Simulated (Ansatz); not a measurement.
Calculated with Ansatz (gas phase, PBE0-D4/def2-TZVP geometries, no zero-point term in ΔE). CCSD(T)/CBS adds triple-zeta CCSD(T) − MP2 to the extrapolated MP2 energy (def2 sets, frozen cores). This one scheme is used for every species. Functionals use def2-TZVPP. B3LYP here is the variant with VWN-RPA as its local correlation; programs differ in this. No spin–orbit coupling; open shells (•) take unrestricted orbitals. def2 core potentials past Kr. For Te outer-core shells are correlated without core-valence functions, which leaves a few kJ/mol of doubt a bond. One conformer a species, not always the lowest.

`OB(O)[Te][SiH3]` → `[SiH3]`• + `OB(O)[Te]`•  (homolysis of the Si–Te bond)

```json
{"level": "BLYP-D4", "ΔE (kJ/mol)": "279.6", "difference from CCSD(T)/CBS": "-27.7"}
{"level": "PBE0-D4", "ΔE (kJ/mol)": "292.6", "difference from CCSD(T)/CBS": "-14.7"}
{"level": "r2SCANh-D4", "ΔE (kJ/mol)": "280.6", "difference from CCSD(T)/CBS": "-26.7"}
{"level": "r2SCAN0-D4", "ΔE (kJ/mol)": "279.2", "difference from CCSD(T)/CBS": "-28.1"}
{"level": "CAM-B3LYP-D4", "ΔE (kJ/mol)": "280.0", "difference from CCSD(T)/CBS": "-27.3"}
{"level": "ωB97X-V", "ΔE (kJ/mol)": "297.4", "difference from CCSD(T)/CBS": "-9.9"}
{"level": "B2PLYP", "ΔE (kJ/mol)": "279.9", "difference from CCSD(T)/CBS": "-27.4"}
{"level": "r2SCAN", "ΔE (kJ/mol)": "279.0", "difference from CCSD(T)/CBS": "-28.3"}
{"level": "B3LYP", "ΔE (kJ/mol)": "266.3", "difference from CCSD(T)/CBS": "-41.0"}
{"level": "BHLYP", "ΔE (kJ/mol)": "263.8", "difference from CCSD(T)/CBS": "-43.5"}
{"level": "RPA@PBE/def2-TZVPP", "ΔE (kJ/mol)": "271.0", "difference from CCSD(T)/CBS": "-36.3"}
{"level": "MP2/def2-SVP", "ΔE (kJ/mol)": "271.7", "difference from CCSD(T)/CBS": "-35.6"}
{"level": "HF/def2-TZVPP", "ΔE (kJ/mol)": "183.2", "difference from CCSD(T)/CBS": "-124.1"}
{"level": "MP2/def2-TZVPP", "ΔE (kJ/mol)": "302.2", "difference from CCSD(T)/CBS": "-5.1"}
{"level": "HF/CBS(def2)", "ΔE (kJ/mol)": "182.9", "difference from CCSD(T)/CBS": "-124.4"}
{"level": "MP2/CBS(def2)", "ΔE (kJ/mol)": "322.5", "difference from CCSD(T)/CBS": "15.2"}
{"level": "CCSD(T)/CBS", "ΔE (kJ/mol)": "307.3", "difference from CCSD(T)/CBS": "0"}
```

Largest T1 diagnostic among the species: 0.015.

The D4 term adds +16.4 kJ/mol with B3LYP and +8.9 kJ/mol with PBE0; it sums over pairs of atoms, weighted by their polarisabilities, and B3LYP, whose exchange is more repulsive, gets the larger term. Leaving LDA and LC-ωPBE aside and taking each functional with its dispersion term where it has one, the values spread over 18.2 kJ/mol, from r2SCAN0-D4 to ωB97X-V. LDA lies +57.7 kJ/mol from PBE without D4, its usual overbinding. From BLYP to BHLYP (50 % exact exchange), in def2-TZVPP and without D4, ΔE moves by +4.6 kJ/mol.
